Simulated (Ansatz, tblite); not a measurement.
Cost and result up the ladder for Li8 (the lowest singlet isomer of a short search) (8 atoms). The state is a singlet with charge 0. Geometry: PBE0/def2-TZVP.

Cartesian coordinates in Å:
```
Li 1.0573 2.0553 -1.1356
Li -1.4937 -0.7455 1.9923
Li -1.1316 2.1116 0.9837
Li 1.8530 0.0380 1.6133
Li -1.8027 -0.0206 -1.6632
Li -0.1343 -2.5858 -0.0297
Li 1.6636 -0.8488 -1.7714
Li -0.0114 -0.0040 0.0107
```

Ansatz on 4 threads of Arm Neoverse V1 on a shared host; xTB runs through tblite on one thread. Times are rough, summed over both states, and most runs start from the orbitals of an earlier one. No level here is sound enough to serve as a yardstick. The other state is a doublet.

The xTB rows come from tblite. The structure comes from a short search, and lower isomers may exist.

Run but left out: HF/def2-TZVPP (singlet: restricted singlet, unstable towards broken spin symmetry); MP2/def2-TZVPP, CCSD/def2-TZVPP, CCSD(T)/def2-TZVPP (charge +1 doublet: ⟨S²⟩ 1.51, where a pure state has 0.75).

Raw xTB energies of ions are shifted by several eV.

| level | functions | vertical IE (eV) | remarks |
| --- | --- | --- | --- |
| PBE0/def2-TZVP | 112 | 4.48 | restricted SCF unstable in HF (singlet) |
| GFN2-xTB | 32 | 7.84 | – |
| PBE/def2-TZVP | 112 | 4.53 | – |
| r2SCAN/def2-TZVP | 112 | 4.39 | restricted SCF unstable in HF (singlet) |

(1) Estimate how long each takes.

Answers

(1) GFN2-xTB 0.011 s; PBE/def2-TZVP 2.9 s; PBE0/def2-TZVP 6.3 s; r2SCAN/def2-TZVP 6.6 s. On shared hardware such times vary by a factor of up to 3.
